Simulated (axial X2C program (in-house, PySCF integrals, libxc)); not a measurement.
Spin–orbit effects down a group: molecules with Pd, PBE0

All values come from calculations with an axial X2C code built on PySCF integrals, spin-free (one-electron X2C) or two-component (2c: spin–orbit coupling with atomic mean-field Coulomb and Gaunt terms, which also bring small scalar terms), in Dyall basis sets with cores contracted in-house; open shells are unrestricted.

Basis sets: As dyall-cv3z, N dyall-av3z, P dyall-v3z, Pd dyall-cv3z, Sb dyall-cv3z.

```csv
molecule,spin-free state,Re (Å),ωe (cm⁻¹),De (eV),2c state,Re 2c (Å),ωe 2c (cm⁻¹),De 2c (eV)
PdN,"M_S = 3/2, Λ = 0",1.796,637.2,2.08,Ω = 3/2,1.796,636.5,2.09
PdP,?,?,?,?,?,?,?,?
PdAs,"M_S = 3/2, Λ = 0",2.269,265.3,1.89,Ω = 3/2,2.271,264.0,1.89
PdSb,"M_S = 3/2, Λ = 0",2.463,213.5,1.72,Ω = 3/2,2.463,211.5,1.69
```

**Question.** Estimate the 2c Re and ωe of PdP as the mean of its neighbours in the table.

**Answer.** Re ≈ 2.034 Å, ωe ≈ 450.2 cm⁻¹. The PBE0 runs give the row below, so the estimate misses by -0.112 Å and 63.4 cm⁻¹.

```tsv
molecule	spin-free state	Re (Å)	ωe (cm⁻¹)	De (eV)	2c state	Re 2c (Å)	ωe 2c (cm⁻¹)	De 2c (eV)
PdP	M_S = 3/2, Λ = 0	2.145	388.0	2.17	Ω = 3/2	2.146	386.9	2.18
```

Each entry is the lowest single determinant of a limited PBE0 search at one distance. De goes to single-determinant-based atoms at the same level (for ions the charge split of lowest energy) and is withheld (n/a) where an atom does not fit its ground term or J level. Main or longest-lived isotopes. One determinant is a doubtful description, or other states lie close, for PdN, PdP, PdAs, PdSb; these need not be ground states, and all values refer to the states named. With several unpaired electrons the Ω given is that of one determinant, not necessarily of the lowest component.
